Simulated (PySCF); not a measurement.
PySCF input for Cr(O)2(F)2 anion (CrF₂O₂), SMILES [O]=[Cr](=[O])([F])[F] (connectivity only; charge and spin as stated), charge -1, multiplicity 2, TPSSh-D3(BJ)/def2-SVPD. 

```python
import numpy as np
from pyscf import gto, scf, dft
from pyscf.geomopt import geometric_solver

mol = gto.M(
    atom='''
    Cr    0.00000000   -0.00000000    0.20417517
    O     0.00000008   -1.34629436    0.99344968
    O    -0.00000008    1.34629436    0.99344968
    F    -1.25554031   -0.00000008   -1.15529993
    F     1.25554030    0.00000008   -1.15529994
    ''',
    basis='def2-SVPD',
    charge=-1,
    spin=1,
    max_memory=1600,
    verbose=3,
)
mf = dft.UKS(mol, xc='tpssh').density_fit(auxbasis='def2-universal-jkfit')
mf.disp = 'd3bj'
mf.grids.level = 4
mf.conv_tol = 1e-9
mf.max_cycle = 100
mf.kernel()
fine, coarse = mf.grids, dft.Grids(mol).set(level=1).build(with_non0tab=True)
for _ in range(3):  # follow internal instabilities
    mf.grids = coarse
    mo, _, stable, _ = mf.stability(return_status=True, nroots=4)
    mf.grids = fine
    if stable:
        break
    mf.kernel(mf.make_rdm1(mo, mf.mo_occ))
grad = mf.nuc_grad_method()
grad.grid_response = mol.nao <= 150
conv, mol_eq = geometric_solver.kernel(grad, convergence_set='GAU_TIGHT', maxsteps=100)
print(mol_eq.tostring(format='xyz'))
mf.reset(mol_eq)
mf.kernel()
```

Program output:

```

WARN: HOMO -0.319699704915363 >= LUMO -0.319699704915362

converged SCF energy = -1394.45438491112  <S^2> = 0.76189823  2S+1 = 2.011863
<class 'pyscf.df.df_jk.DFUKS'> wavefunction is stable in the internal stability analysis
[banner and settings of the optimiser left out]
Geometry optimization cycle 1
Cartesian coordinates (Angstrom)
 Atom        New coordinates             dX        dY        dZ
  Cr   0.000000   0.000000   0.204175    0.000000  0.000000  0.000000
   O   0.000000  -1.346294   0.993450    0.000000  0.000000  0.000000
   O  -0.000000   1.346294   0.993450    0.000000  0.000000  0.000000
   F  -1.255540  -0.000000  -1.155300    0.000000  0.000000  0.000000
   F   1.255540   0.000000  -1.155300    0.000000  0.000000  0.000000

WARN: Mole.unit (angstrom) is changed to Bohr

converged SCF energy = -1394.45438491148  <S^2> = 0.76189943  2S+1 = 2.0118642
--------------- DFUKS_Scanner gradients ---------------
         x                y                z
0 Cr     0.0000000002     0.0000000533     0.0828230750
1 O    -0.0000000018     0.0259368069    -0.0211415077
2 O     0.0000000017    -0.0259369401    -0.0211416598
3 F    -0.0035525771     0.0000000397    -0.0202699536
4 F     0.0035525770     0.0000000402    -0.0202699538
----------------------------------------------
cycle 1: E = -1394.45438491  dE = -1394.45  norm(grad) = 0.0997297
Step    0 : Gradient = 4.460e-02/8.282e-02 (rms/max) Energy = -1394.4543849115
Hessian Eigenvalues: 5.00000e-02 5.00000e-02 5.00000e-02 ... 2.50000e-01 5.96603e-01 5.96603e-01

Geometry optimization cycle 2
Cartesian coordinates (Angstrom)
 Atom        New coordinates             dX        dY        dZ
  Cr  -0.000000   0.000000   0.128812   -0.000000  0.000000 -0.075363
   O   0.000000  -1.342625   0.980415    0.000000  0.003670 -0.013035
   O  -0.000000   1.342625   0.980415   -0.000000 -0.003669 -0.013034
   F  -1.324534  -0.000000  -1.104584   -0.068994 -0.000000  0.050716
   F   1.324534  -0.000000  -1.104584    0.068994 -0.000000  0.050716
converged SCF energy = -1394.46186389853  <S^2> = 0.7650802  2S+1 = 2.0150238
--------------- DFUKS_Scanner gradients ---------------
         x                y                z
0 Cr    -0.0000000062    -0.0000000427     0.0096112663
1 O     0.0000000010     0.0039904434     0.0008860828
2 O     0.0000000017    -0.0039903600     0.0008861692
3 F    -0.0019523517    -0.0000000205    -0.0056917582
4 F     0.0019523552    -0.0000000203    -0.0056917601
----------------------------------------------
cycle 2: E = -1394.4618639  dE = -0.00747899  norm(grad) = 0.0140787
Step    1 : Displace = 6.436e-02/8.563e-02 (rms/max) Trust = 1.000e-01 (=) Grad = 6.296e-03/9.611e-03 (rms/max) E (change) = -1394.4618638985 (-7.479e-03) Quality = 1.127
Hessian Eigenvalues: 5.00000e-02 5.00000e-02 5.00000e-02 ... 2.78429e-01 5.96603e-01 5.97535e-01

Geometry optimization cycle 3
Cartesian coordinates (Angstrom)
 Atom        New coordinates             dX        dY        dZ
  Cr   0.000000   0.000000   0.118063    0.000000 -0.000000 -0.010749
   O   0.000000  -1.354710   0.958577   -0.000000 -0.012086 -0.021838
   O  -0.000000   1.354711   0.958577   -0.000000  0.012086 -0.021838
   F  -1.336861  -0.000000  -1.077371   -0.012327  0.000000  0.027213
   F   1.336861  -0.000000  -1.077371    0.012327  0.000000  0.027213
converged SCF energy = -1394.46241638549  <S^2> = 0.76526257  2S+1 = 2.0152048
--------------- DFUKS_Scanner gradients ---------------
         x                y                z
0 Cr     0.0000000566    -0.0000000287    -0.0019652454
1 O    -0.0000000117     0.0006995752     0.0011108157
2 O    -0.0000000114    -0.0006994639     0.0011109696
3 F     0.0013952077    -0.0000000413    -0.0001282793
4 F    -0.0013952412    -0.0000000414    -0.0001282606
----------------------------------------------
cycle 3: E = -1394.46241639  dE = -0.000552487  norm(grad) = 0.0033519
Step    2 : Displace = 2.509e-02/2.987e-02 (rms/max) Trust = 1.414e-01 (+) Grad = 1.499e-03/1.965e-03 (rms/max) E (change) = -1394.4624163855 (-5.525e-04) Quality = 1.175
Hessian Eigenvalues: 5.00000e-02 5.00000e-02 5.00000e-02 ... 2.70659e-01 5.96603e-01 6.02143e-01

Geometry optimization cycle 4
Cartesian coordinates (Angstrom)
 Atom        New coordinates             dX        dY        dZ
  Cr  -0.000000  -0.000000   0.116864   -0.000000 -0.000000 -0.001199
   O   0.000000  -1.360705   0.949153    0.000000 -0.005995 -0.009424
   O  -0.000000   1.360705   0.949152    0.000000  0.005995 -0.009425
   F  -1.347679  -0.000000  -1.067347   -0.010818  0.000000  0.010024
   F   1.347679   0.000000  -1.067347    0.010818  0.000000  0.010024
converged SCF energy = -1394.46248432672  <S^2> = 0.76534144  2S+1 = 2.015283
--------------- DFUKS_Scanner gradients ---------------
         x                y                z
0 Cr     0.0000001283     0.0000000238    -0.0012232729
1 O    -0.0000000289    -0.0004497476     0.0004666240
2 O    -0.0000000288     0.0004496951     0.0004665683
3 F     0.0006141979     0.0000000144     0.0001450208
4 F    -0.0006142686     0.0000000143     0.0001450597
----------------------------------------------
cycle 4: E = -1394.46248433  dE = -6.79412e-05  norm(grad) = 0.00177002
Step    3 : Displace = 1.171e-02/1.475e-02 (rms/max) Trust = 2.000e-01 (+) Grad = 7.916e-04/1.223e-03 (rms/max) E (change) = -1394.4624843267 (-6.794e-05) Quality = 1.203
Hessian Eigenvalues: 5.00000e-02 5.00000e-02 5.00000e-02 ... 2.81024e-01 5.96603e-01 6.06307e-01

Geometry optimization cycle 5
Cartesian coordinates (Angstrom)
 Atom        New coordinates             dX        dY        dZ
  Cr  -0.000000  -0.000000   0.116194   -0.000000  0.000000 -0.000669
   O   0.000000  -1.361156   0.946767    0.000000 -0.000451 -0.002386
   O   0.000000   1.361156   0.946767    0.000000  0.000451 -0.002385
   F  -1.352263  -0.000000  -1.064627   -0.004583 -0.000000  0.002720
   F   1.352262   0.000000  -1.064627    0.004583 -0.000000  0.002720
converged SCF energy = -1394.46249050629  <S^2> = 0.76529935  2S+1 = 2.0152413
--------------- DFUKS_Scanner gradients ---------------
         x                y                z
0 Cr    -0.0000005132    -0.0000018663    -0.0001534252
1 O     0.0000000979    -0.0001703801     0.0000486616
2 O     0.0000000980     0.0001762634     0.0000564543
3 F     0.0000920205    -0.0000020085     0.0000242453
4 F    -0.0000917033    -0.0000020085     0.0000240640
----------------------------------------------
cycle 5: E = -1394.46249051  dE = -6.17956e-06  norm(grad) = 0.000327488
Step    4 : Displace = 3.716e-03/5.330e-03 (rms/max) Trust = 2.828e-01 (+) Grad = 1.465e-04/1.851e-04 (rms/max) E (change) = -1394.4624905063 (-6.180e-06) Quality = 1.118
Hessian Eigenvalues: 5.00000e-02 5.00000e-02 5.00000e-02 ... 2.81469e-01 5.80419e-01 5.96617e-01

Geometry optimization cycle 6
Cartesian coordinates (Angstrom)
 Atom        New coordinates             dX        dY        dZ
  Cr   0.000000  -0.000011   0.115932    0.000001 -0.000011 -0.000262
   O  -0.000000  -1.360837   0.946695   -0.000001  0.000319 -0.000072
   O  -0.000000   1.360834   0.946648   -0.000001 -0.000322 -0.000119
   F  -1.353007   0.000007  -1.064401   -0.000744  0.000007  0.000226
   F   1.353007   0.000007  -1.064401    0.000745  0.000007  0.000226
converged SCF energy = -1394.46249072698  <S^2> = 0.7652828  2S+1 = 2.0152249
--------------- DFUKS_Scanner gradients ---------------
         x                y                z
0 Cr     0.0000004717     0.0000016164     0.0000097009
1 O    -0.0000000769    -0.0000199073    -0.0000035893
2 O    -0.0000000769     0.0000155379    -0.0000086588
3 F     0.0000055715     0.0000013765     0.0000011763
4 F    -0.0000058893     0.0000013765     0.0000013709
----------------------------------------------
cycle 6: E = -1394.46249073  dE = -2.20696e-07  norm(grad) = 2.99219e-05
Step    5 : Displace = 5.485e-04/7.784e-04 (rms/max) Trust = 3.000e-01 (+) Grad = 1.338e-05/2.023e-05 (rms/max) E (change) = -1394.4624907270 (-2.207e-07) Quality = 1.129
Hessian Eigenvalues: 5.00000e-02 5.00000e-02 5.00000e-02 ... 2.60352e-01 5.78855e-01 5.97165e-01

Geometry optimization cycle 7
Cartesian coordinates (Angstrom)
 Atom        New coordinates             dX        dY        dZ
  Cr  -0.000000  -0.000004   0.115883   -0.000001  0.000007 -0.000049
   O   0.000000  -1.360757   0.946728    0.000000  0.000081  0.000033
   O  -0.000000   1.360762   0.946701    0.000000 -0.000072  0.000053
   F  -1.353061  -0.000001  -1.064419   -0.000054 -0.000008 -0.000018
   F   1.353061  -0.000001  -1.064419    0.000054 -0.000008 -0.000018
converged SCF energy = -1394.46249073035  <S^2> = 0.7652807  2S+1 = 2.0152228
--------------- DFUKS_Scanner gradients ---------------
         x                y                z
0 Cr     0.0000000381    -0.0000005782     0.0000049295
1 O    -0.0000000219     0.0000009491    -0.0000028913
2 O    -0.0000000219     0.0000004804    -0.0000009021
3 F    -0.0000001257    -0.0000004257    -0.0000005604
4 F     0.0000001314    -0.0000004257    -0.0000005757
----------------------------------------------
cycle 7: E = -1394.46249073  dE = -3.36604e-09  norm(grad) = 5.99852e-06
Step    6 : Displace = 7.012e-05/8.904e-05 (rms/max) Trust = 3.000e-01 (=) Grad = 2.683e-06/4.963e-06 (rms/max) E (change) = -1394.4624907303 (-3.366e-09) Quality = 0.801
Hessian Eigenvalues: 4.99959e-02 5.00000e-02 5.00000e-02 ... 2.54868e-01 5.86675e-01 5.99689e-01

Geometry optimization cycle 8
Cartesian coordinates (Angstrom)
 Atom        New coordinates             dX        dY        dZ
  Cr  -0.000000  -0.000006   0.115876   -0.000000 -0.000002 -0.000007
   O   0.000000  -1.360750   0.946740    0.000000  0.000007  0.000011
   O   0.000000   1.360757   0.946699    0.000000 -0.000005 -0.000003
   F  -1.353065  -0.000001  -1.064420   -0.000004 -0.000000 -0.000001
   F   1.353065  -0.000001  -1.064420    0.000004 -0.000000 -0.000001
converged SCF energy = -1394.46249073173  <S^2> = 0.76528002  2S+1 = 2.0152221
--------------- DFUKS_Scanner gradients ---------------
         x                y                z
0 Cr    -0.0000002048     0.0000006724     0.0000008271
1 O     0.0000000354    -0.0000005591     0.0000010685
2 O     0.0000000355    -0.0000016652    -0.0000016325
3 F    -0.0000001675     0.0000007760    -0.0000000935
4 F     0.0000003014     0.0000007760    -0.0000001696
----------------------------------------------
cycle 8: E = -1394.46249073  dE = -1.38289e-09  norm(grad) = 3.07136e-06
Step    7 : Displace = 7.056e-06/9.069e-06 (rms/max) Trust = 3.000e-01 (=) Grad = 1.374e-06/2.332e-06 (rms/max) E (change) = -1394.4624907317 (-1.383e-09) Quality = 25.735
Hessian Eigenvalues: 4.99959e-02 5.00000e-02 5.00000e-02 ... 2.54868e-01 5.86675e-01 5.99689e-01
Converged! =D

5
XYZ from PySCF
Cr         -0.00000031       -0.00000585        0.11587643
O           0.00000041       -1.36074954        0.94673959
O           0.00000022        1.36075675        0.94669864
F          -1.35306515       -0.00000077       -1.06441994
F           1.35306483       -0.00000058       -1.06442006
converged SCF energy = -1394.46249073172  <S^2> = 0.76527853  2S+1 = 2.0152206
```

The run converged.

Cost: about 9 core-minutes (a rough figure).
